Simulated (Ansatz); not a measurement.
Cost and result for the atomization energy of `[SiH3][SiH2]SCS` (13 atoms, 12 bonds).

Cartesian coordinates in Å:
```
Si 0.1649 0.8980 1.8954
Si 0.3801 -1.1584 0.7848
S -0.9927 -1.4725 -0.8338
C -0.2627 -0.3889 -2.0879
S 0.0155 1.3275 -1.6051
H -1.1695 1.4927 1.6213
H 0.2731 0.6700 3.3661
H 1.2321 1.8494 1.4943
H 0.0511 -2.2759 1.7101
H 1.7694 -1.3408 0.2759
H 0.7183 -0.7646 -2.3825
H -0.9205 -0.4384 -2.9551
H -1.2592 1.6020 -1.2835
```

Charge 0, multiplicity 1. The geometry is a stationary point of PBE0-D4/def2-TZVP. It is one conformer, not always the lowest. Program: Ansatz. All runs use 4 threads of an INTEL XEON PLATINUM 8581C on a shared host. Times are those of one run each, without the atoms' runs, and a repeat can differ threefold. Electronic energies, without spin–orbit coupling; frozen cores. CCSD(T)/CBS adds CCSD(T) − MP2 in def2-TZVPP to the MP2 limit, and its time is that of the two runs behind it. T1 = 0.012.

CCSD(T)/CBS is a level of theory with its own doubt, some kJ/mol a heavy atom from the limit and from the frozen cores, so smaller differences don't rank the functionals.

| level | functions | wall time |
| --- | --- | --- |
| LDA (SPW92)/def2-TZVPP | 311 | 1.6 s |
| revPBE-D4/def2-TZVPP | 311 | 2.2 s |
| BLYP-D4/def2-TZVPP | 311 | 2.3 s |
| BHLYP-D4/def2-TZVPP | 311 | 4.1 s |
| PBE0-D4/def2-TZVPP | 311 | 4.2 s |
| CCSD(T)/def2-SVP | 126 | 4.3 s |
| r2SCAN-D4/def2-TZVPP (with forces) | 311 | 4.7 s |
| CAM-B3LYP-D4/def2-TZVPP | 311 | 4.8 s |
| B2PLYP/def2-TZVPP | 311 | 6.5 s |
| PBE-QIDH/def2-TZVPP | 311 | 6.5 s |
| MP2/def2-QZVPP | 577 | 27 s |
| CCSD(T)/def2-TZVPP | 311 | 5.9 min |
| CCSD(T)/CBS(def2) | – | 6.4 min |

Task: What atomization energy does each give, and how far from CCSD(T)/CBS? (An estimate is asked.)

Result: Ansatz gave: 
```json
{"level": "LDA (SPW92)/def2-TZVPP", "atomization (kcal/mol)": "1091.8", "difference from CCSD(T)/CBS": "123.4", "per bond": "10.3"}
{"level": "revPBE-D4/def2-TZVPP", "atomization (kcal/mol)": "957.1", "difference from CCSD(T)/CBS": "-11.3", "per bond": "-0.9"}
{"level": "BLYP-D4/def2-TZVPP", "atomization (kcal/mol)": "957.0", "difference from CCSD(T)/CBS": "-11.4", "per bond": "-1.0"}
{"level": "BHLYP-D4/def2-TZVPP", "atomization (kcal/mol)": "948.1", "difference from CCSD(T)/CBS": "-20.3", "per bond": "-1.7"}
{"level": "PBE0-D4/def2-TZVPP", "atomization (kcal/mol)": "964.8", "difference from CCSD(T)/CBS": "-3.6", "per bond": "-0.3"}
{"level": "CCSD(T)/def2-SVP", "atomization (kcal/mol)": "897.5", "difference from CCSD(T)/CBS": "-70.9", "per bond": "-5.9"}
{"level": "r2SCAN-D4/def2-TZVPP (with forces)", "atomization (kcal/mol)": "969.7", "difference from CCSD(T)/CBS": "1.3", "per bond": "0.1"}
{"level": "CAM-B3LYP-D4/def2-TZVPP", "atomization (kcal/mol)": "964.9", "difference from CCSD(T)/CBS": "-3.5", "per bond": "-0.3"}
{"level": "B2PLYP/def2-TZVPP", "atomization (kcal/mol)": "948.4", "difference from CCSD(T)/CBS": "-20.0", "per bond": "-1.7"}
{"level": "PBE-QIDH/def2-TZVPP", "atomization (kcal/mol)": "957.8", "difference from CCSD(T)/CBS": "-10.6", "per bond": "-0.9"}
{"level": "MP2/def2-QZVPP", "atomization (kcal/mol)": "957.8", "difference from CCSD(T)/CBS": "-10.6", "per bond": "-0.9"}
{"level": "CCSD(T)/def2-TZVPP", "atomization (kcal/mol)": "939.8", "difference from CCSD(T)/CBS": "-28.6", "per bond": "-2.4"}
{"level": "CCSD(T)/CBS(def2)", "atomization (kcal/mol)": "968.4", "difference from CCSD(T)/CBS": "0.0", "per bond": "0.0"}
```

At CCSD(T), def2-SVP lies −70.9 kcal/mol from the extrapolated value and def2-TZVPP −28.6 kcal/mol: correlation converges slowly with the basis, and small sets miss more of it in the bonded molecule than in its fragments. From r2SCAN to r2SCAN0 (25 % exact exchange), in def2-TZVPP and without D4, the atomization energy moves by −10.0 kcal/mol: exact exchange takes away binding that semilocal exchange gives to molecules. Leaving LDA and LC-ωPBE aside and taking each functional with its dispersion term where it has one, the values, not all of them listed here, spread over 28.2 kcal/mol, from BHLYP-D4 to ωB97X-V. LDA lies +128.8 kcal/mol from PBE without D4, its usual overbinding.
